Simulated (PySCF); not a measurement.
Record of a relaxation.

Compound: BF₃H₃P.
Atom-mapped SMILES: `[BH3-:1][P+:2]([F:3])([F:4])[F:5]` (hydrogens: H6, H7, H8 on B1)

Method: PBE0-D3(BJ)/def2-SVP geometry optimisation, gas phase in PySCF; density fitting, grid level 1; the optimiser is geomeTRIC in internal coordinates, started from a GFN2-xTB structure with every atom displaced at random (about 0.01 Å). The frame can shift and turn from step to step; on so coarse a grid that alone can change the energy by a few meV, and forces under 0.02 eV/Å are noise.

Step 0: E = -18144.2865 eV, largest atomic force 1.789 eV/Å
```
atom  x, y, z in Å  |  force x, y, z in eV/Å
B1      1.146   -0.189    0.029   -0.942   1.287  -0.446
P2     -0.729    0.105   -0.024   -1.540  -0.150  -0.418
F3     -1.684   -0.711   -1.009    1.073  -0.004   0.081
F4     -1.325    1.520   -0.383    0.739   0.232  -0.059
F5     -1.638   -0.127    1.245    0.680  -0.164   0.426
H6      1.246   -1.297    0.314    0.032  -1.735   0.434
H7      1.530    0.583    0.850   -0.002   0.442   0.514
H8      1.509    0.098   -1.073   -0.039   0.093  -0.531
```

Step 1: E = -18144.5169 eV, largest atomic force 0.405 eV/Å
```
atom  x, y, z in Å  |  force x, y, z in eV/Å
B1      1.078   -0.150    0.049    0.067  -0.045   0.152
P2     -0.737    0.110   -0.029    0.404  -0.003   0.031
F3     -1.488   -0.774   -1.079   -0.283  -0.029  -0.056
F4     -1.264    1.538   -0.423   -0.099  -0.141   0.094
F5     -1.592   -0.173    1.260   -0.033   0.078  -0.180
H6      1.167   -1.334    0.348   -0.033   0.144  -0.047
H7      1.455    0.630    0.900    0.014   0.017   0.066
H8      1.433    0.133   -1.078   -0.038  -0.021  -0.059
```

Step 2: E = -18144.5263 eV, largest atomic force 0.060 eV/Å
```
atom  x, y, z in Å  |  force x, y, z in eV/Å
B1      1.089   -0.145    0.054    0.027   0.026   0.040
P2     -0.728    0.101   -0.038    0.021   0.021   0.027
F3     -1.510   -0.773   -1.079   -0.023  -0.026  -0.048
F4     -1.277    1.523   -0.413    0.016   0.029  -0.025
F5     -1.592   -0.175    1.243    0.004  -0.041   0.044
H6      1.176   -1.324    0.349    0.000   0.024  -0.024
H7      1.459    0.637    0.909   -0.041  -0.008   0.006
H8      1.438    0.136   -1.078   -0.004  -0.025  -0.020
```

Step 3: E = -18144.5271 eV, largest atomic force 0.032 eV/Å
```
atom  x, y, z in Å  |  force x, y, z in eV/Å
B1      1.090   -0.141    0.055    0.015   0.028   0.004
P2     -0.727    0.098   -0.038   -0.009  -0.002  -0.004
F3     -1.508   -0.775   -1.084   -0.004  -0.001  -0.010
F4     -1.277    1.520   -0.412    0.004   0.009  -0.002
F5     -1.589   -0.186    1.243    0.003  -0.019   0.011
H6      1.179   -1.319    0.349    0.009   0.000  -0.007
H7      1.448    0.642    0.914   -0.020  -0.001   0.008
H8      1.438    0.140   -1.078    0.003  -0.014   0.000
```

Step 4: E = -18144.5278 eV, largest atomic force 0.046 eV/Å
```
atom  x, y, z in Å  |  force x, y, z in eV/Å
B1      1.091   -0.131    0.058   -0.011   0.008  -0.035
P2     -0.727    0.091   -0.042   -0.029  -0.024  -0.026
F3     -1.504   -0.779   -1.095    0.018   0.021   0.023
F4     -1.284    1.513   -0.408   -0.006  -0.010   0.018
F5     -1.585   -0.211    1.238    0.003   0.000  -0.017
H6      1.192   -1.308    0.348    0.011  -0.015   0.013
H7      1.427    0.655    0.923    0.005   0.009   0.007
H8      1.444    0.150   -1.074    0.009   0.011   0.018
```

Step 5: E = -18144.5283 eV, largest atomic force 0.063 eV/Å
```
atom  x, y, z in Å  |  force x, y, z in eV/Å
B1      1.093   -0.116    0.060   -0.027  -0.021  -0.054
P2     -0.728    0.079   -0.047   -0.029  -0.025  -0.026
F3     -1.497   -0.786   -1.110    0.027   0.025   0.035
F4     -1.299    1.500   -0.398   -0.011  -0.020   0.024
F5     -1.582   -0.246    1.230    0.002   0.008  -0.031
H6      1.212   -1.292    0.347    0.007  -0.015   0.025
H7      1.401    0.672    0.933    0.021   0.015   0.003
H8      1.453    0.169   -1.068    0.009   0.034   0.025
```

Step 6: E = -18144.5287 eV, largest atomic force 0.096 eV/Å
```
atom  x, y, z in Å  |  force x, y, z in eV/Å
B1      1.096   -0.084    0.065   -0.034  -0.066  -0.061
P2     -0.730    0.054   -0.059   -0.013  -0.012  -0.009
F3     -1.477   -0.804   -1.142    0.026   0.016   0.031
F4     -1.335    1.469   -0.375   -0.014  -0.028   0.020
F5     -1.575   -0.326    1.210   -0.001   0.016  -0.037
H6      1.255   -1.256    0.347   -0.002  -0.005   0.033
H7      1.349    0.707    0.954    0.034   0.018  -0.003
H8      1.471    0.220   -1.052    0.003   0.061   0.026
```

Step 7: E = -18144.5291 eV, largest atomic force 0.080 eV/Å
```
atom  x, y, z in Å  |  force x, y, z in eV/Å
B1      1.096   -0.067    0.067   -0.020  -0.068  -0.037
P2     -0.731    0.041   -0.064    0.003   0.005   0.007
F3     -1.463   -0.815   -1.158    0.014   0.001   0.012
F4     -1.358    1.449   -0.363   -0.011  -0.020   0.008
F5     -1.571   -0.369    1.198   -0.003   0.013  -0.023
H6      1.276   -1.237    0.346   -0.006   0.004   0.022
H7      1.327    0.723    0.964    0.026   0.011  -0.005
H8      1.478    0.255   -1.042   -0.003   0.053   0.015
```

Step 8: E = -18144.5297 eV, largest atomic force 0.034 eV/Å
```
atom  x, y, z in Å  |  force x, y, z in eV/Å
B1      1.096   -0.055    0.067    0.007  -0.028   0.017
P2     -0.732    0.031   -0.065    0.018   0.021   0.020
F3     -1.448   -0.828   -1.166   -0.005  -0.019  -0.017
F4     -1.379    1.432   -0.356   -0.003   0.001  -0.009
F5     -1.572   -0.397    1.190   -0.005  -0.002   0.007
H6      1.291   -1.225    0.344   -0.005   0.014  -0.008
H7      1.320    0.732    0.969    0.001  -0.003  -0.004
H8      1.477    0.291   -1.034   -0.008   0.016  -0.007
```

Step 9: E = -18144.5298 eV, largest atomic force 0.026 eV/Å
```
atom  x, y, z in Å  |  force x, y, z in eV/Å
B1      1.096   -0.053    0.067    0.009  -0.002   0.024
P2     -0.732    0.030   -0.064    0.009   0.012   0.011
F3     -1.443   -0.834   -1.166   -0.005  -0.014  -0.012
F4     -1.383    1.428   -0.358    0.001   0.003  -0.009
F5     -1.573   -0.400    1.190   -0.004  -0.003   0.010
H6      1.293   -1.223    0.341   -0.001   0.007  -0.014
H7      1.322    0.732    0.970   -0.004  -0.005  -0.001
H8      1.473    0.301   -1.033   -0.006   0.002  -0.008
```

Step 10: E = -18144.5300 eV, largest atomic force 0.033 eV/Å
```
atom  x, y, z in Å  |  force x, y, z in eV/Å
B1      1.096   -0.048    0.068    0.004   0.025   0.020
P2     -0.732    0.026   -0.062   -0.005  -0.007  -0.005
F3     -1.435   -0.844   -1.165    0.001  -0.001   0.003
F4     -1.391    1.419   -0.361    0.003   0.002  -0.004
F5     -1.573   -0.407    1.190   -0.002   0.001   0.005
H6      1.301   -1.218    0.333    0.005  -0.005  -0.016
H7      1.322    0.733    0.975   -0.004  -0.005   0.002
H8      1.466    0.320   -1.031   -0.002  -0.010  -0.006
```

Step 11: E = -18144.5300 eV, largest atomic force 0.036 eV/Å
```
atom  x, y, z in Å  |  force x, y, z in eV/Å
B1      1.097   -0.041    0.070   -0.003   0.034   0.011
P2     -0.732    0.021   -0.061   -0.012  -0.018  -0.014
F3     -1.427   -0.855   -1.164    0.005   0.008   0.014
F4     -1.399    1.410   -0.364    0.003   0.000   0.000
F5     -1.573   -0.415    1.191    0.000   0.004  -0.001
H6      1.311   -1.212    0.322    0.008  -0.011  -0.012
H7      1.319    0.735    0.982   -0.002  -0.003   0.003
H8      1.458    0.339   -1.028    0.002  -0.013  -0.001
```

Step 12: E = -18144.5301 eV, largest atomic force 0.024 eV/Å
```
atom  x, y, z in Å  |  force x, y, z in eV/Å
B1      1.097   -0.033    0.072   -0.007   0.023   0.000
P2     -0.732    0.015   -0.060   -0.010  -0.017  -0.012
F3     -1.420   -0.867   -1.163    0.005   0.009   0.014
F4     -1.407    1.399   -0.367    0.001  -0.001   0.002
F5     -1.573   -0.424    1.191    0.002   0.005  -0.004
H6      1.322   -1.204    0.312    0.006  -0.009  -0.004
H7      1.313    0.737    0.989    0.001  -0.001   0.003
H8      1.452    0.357   -1.025    0.004  -0.008   0.002
```

**Question.** Summarise the path.

**Answer.** The energy falls by 0.2435 eV from step 0 to step 12; nine tenths of that is first reached at step 1. It falls at every step. The largest force goes from 1.789 to 0.024 eV/Å. Among the bonds B1–H6 changes most, from 1.148 to 1.216 Å; the atoms move by 0.087 Å rms after alignment.

**Question.** Follow the three bonds and two angles with the largest change from start to end.

**Answer.** 
```json
{"step": "0", "E above end (eV)": "0.2435", "largest force (eV/Å)": "1.789", "B1–H6 (Å)": "1.148", "B1–P2 (Å)": "1.899", "B1–H7 (Å)": "1.190", "F3–P2–F5 (°)": "94.4", "F3–P2–F4 (°)": "95.3"}
{"step": "1", "E above end (eV)": "0.0132", "largest force (eV/Å)": "0.405", "B1–H6 (Å)": "1.224", "B1–P2 (Å)": "1.836", "B1–H7 (Å)": "1.214", "F3–P2–F5 (°)": "100.8", "F3–P2–F4 (°)": "100.6"}
{"step": "2", "E above end (eV)": "0.0038", "largest force (eV/Å)": "0.060", "B1–H6 (Å)": "1.219", "B1–P2 (Å)": "1.836", "B1–H7 (Å)": "1.216", "F3–P2–F5 (°)": "99.7", "F3–P2–F4 (°)": "99.9"}
{"step": "3", "E above end (eV)": "0.0030", "largest force (eV/Å)": "0.032", "B1–H6 (Å)": "1.217", "B1–P2 (Å)": "1.835", "B1–H7 (Å)": "1.216", "F3–P2–F5 (°)": "99.8", "F3–P2–F4 (°)": "99.8"}
{"step": "4", "E above end (eV)": "0.0023", "largest force (eV/Å)": "0.046", "B1–H6 (Å)": "1.216", "B1–P2 (Å)": "1.835", "B1–H7 (Å)": "1.216", "F3–P2–F5 (°)": "99.8", "F3–P2–F4 (°)": "99.8"}
{"step": "5", "E above end (eV)": "0.0018", "largest force (eV/Å)": "0.063", "B1–H6 (Å)": "1.216", "B1–P2 (Å)": "1.835", "B1–H7 (Å)": "1.216", "F3–P2–F5 (°)": "99.8", "F3–P2–F4 (°)": "99.8"}
{"step": "6", "E above end (eV)": "0.0014", "largest force (eV/Å)": "0.096", "B1–H6 (Å)": "1.217", "B1–P2 (Å)": "1.835", "B1–H7 (Å)": "1.216", "F3–P2–F5 (°)": "99.7", "F3–P2–F4 (°)": "99.8"}
{"step": "7", "E above end (eV)": "0.0010", "largest force (eV/Å)": "0.080", "B1–H6 (Å)": "1.217", "B1–P2 (Å)": "1.835", "B1–H7 (Å)": "1.217", "F3–P2–F5 (°)": "99.7", "F3–P2–F4 (°)": "99.8"}
{"step": "8", "E above end (eV)": "0.0004", "largest force (eV/Å)": "0.034", "B1–H6 (Å)": "1.218", "B1–P2 (Å)": "1.835", "B1–H7 (Å)": "1.218", "F3–P2–F5 (°)": "99.6", "F3–P2–F4 (°)": "99.8"}
{"step": "9", "E above end (eV)": "0.0002", "largest force (eV/Å)": "0.026", "B1–H6 (Å)": "1.217", "B1–P2 (Å)": "1.835", "B1–H7 (Å)": "1.218", "F3–P2–F5 (°)": "99.6", "F3–P2–F4 (°)": "99.8"}
{"step": "10", "E above end (eV)": "0.0001", "largest force (eV/Å)": "0.033", "B1–H6 (Å)": "1.217", "B1–P2 (Å)": "1.834", "B1–H7 (Å)": "1.218", "F3–P2–F5 (°)": "99.6", "F3–P2–F4 (°)": "99.8"}
{"step": "11", "E above end (eV)": "0.0000", "largest force (eV/Å)": "0.036", "B1–H6 (Å)": "1.216", "B1–P2 (Å)": "1.834", "B1–H7 (Å)": "1.217", "F3–P2–F5 (°)": "99.6", "F3–P2–F4 (°)": "99.8"}
{"step": "12", "E above end (eV)": "0.0000", "largest force (eV/Å)": "0.024", "B1–H6 (Å)": "1.216", "B1–P2 (Å)": "1.835", "B1–H7 (Å)": "1.217", "F3–P2–F5 (°)": "99.6", "F3–P2–F4 (°)": "99.8"}
```

What follows is the cost of the whole optimisation. Time: 31 s of wall time; peak memory 0.38 GiB. Hardware: an Arm Neoverse V1 with one thread (shared host).
